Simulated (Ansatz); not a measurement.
Mulliken charges of `N=C([SiH3])S` from B3LYP/def2-TZVPP in Ansatz (PBE0-D4/def2-TZVP geometry).

```tsv
atom	x (Å)	y (Å)	z (Å)	charge (e)
N1	-0.178	0.509	-1.764	-0.249
C2	-0.392	0.225	-0.549	0.001
Si3	1.060	-0.371	0.511	0.273
S4	-1.980	0.412	0.229	-0.111
H5	-1.008	0.843	-2.260	0.134
H6	1.414	0.711	1.466	-0.048
H7	2.205	-0.704	-0.365	-0.042
H8	0.620	-1.557	1.293	-0.060
H9	-1.654	-0.116	1.420	0.102
```

**Question.** By hand: the dipole of these point charges (1 e Å = 4.8032 D).

**Answer.** Σ q r = (0.052, -0.084, 0.262) e Å, of length 0.280 e Å = 1.34 D.

**Question.** How does the dipole of the full density compare? (Best estimate.)

**Answer.** Ansatz gave: (-0.118, -0.066, 0.288) e Å, 1.53 D; the point charges give 0.88 times that, at 33° from its direction.

Point charges leave out the atoms' own dipoles, such as those of lone pairs, and Mulliken's split depends on the basis, so the two needn't agree.

B3LYP here is the variant with VWN-RPA as its local correlation; programs differ in this.
